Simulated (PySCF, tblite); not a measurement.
Task: Write Cartesian coordinates for `C=C([P@@H+](CC(C)C)C)C` as optimised with GFN2-xTB. (Charge +1.)

Result: 
```
atom  x, y, z in Å
C1     2.626    1.548    0.142
C2     2.141    0.358   -0.191
C3     2.787   -0.615   -1.124
P4     0.553   -0.176    0.484
C5     0.720   -1.800    1.258
C6    -0.704   -0.202   -0.836
C7    -2.102    0.263   -0.393
C8    -2.116    1.762   -0.122
C9    -2.585   -0.521    0.821
H10    3.561    1.903   -0.260
H11    2.119    2.209    0.826
H12    3.608   -0.144   -1.658
H13    3.188   -1.466   -0.573
H14    2.069   -0.992   -1.853
H15    0.226    0.738    1.459
H16    1.007   -2.529    0.499
H17    1.490   -1.762    2.028
H18   -0.225   -2.105    1.705
H19   -0.341    0.439   -1.646
H20   -0.746   -1.232   -1.208
H21   -2.778    0.061   -1.230
H22   -1.455    2.021    0.705
H23   -1.804    2.320   -1.002
H24   -3.119    2.084    0.141
H25   -3.604   -0.236    1.067
H26   -1.960   -0.309    1.691
H27   -2.576   -1.591    0.624
```

Any rigid rotation of these coordinates is as good. Atoms count from 1 in this order. Of the pairs four or more bonds apart, P4···H26 is among the closest relative to their van der Waals radii: 2.79 Å, 93 % of the sum of Bondi's values. P4 (phosphonium phosphorus) is tetrahedral (angles from 106.1° to 111.2°). C1 (terminal =CH2 carbon) is planar (angles 122.5°, 121.2° and 116.3°, sum 360.0°, 0.00 Å off the plane of its three neighbours). C2 (fully substituted alkene carbon) is planar (angles 125.6°, 119.5° and 114.9°, sum 360.0°, 0.01 Å off the plane of its three neighbours).

Bonds between heavy atoms (Å): C1=C2 1.327, C2–C3 1.495, C2–P4 1.807, P4–C5 1.807, P4–C6 1.823, C6–C7 1.538, C7–C8 1.524, C7–C9 1.524.

Structure optimised with GFN2-xTB, isolated species.

Point group: C1 (no symmetry element, even within 0.4 Å). Its GFN2-xTB frequencies are all real (lowest 41 cm⁻¹). Torsions: C1–C2–P4–C5 -127°, C2–P4–C6–C7 -142°, P4–C6–C7–C8 70°. 3 starts were optimised and ended at 0.00, 0.27 and 1.32 kcal/mol (GFN2-xTB); the lowest of these is shown.

One conformer stands for the species.

These are computed values.
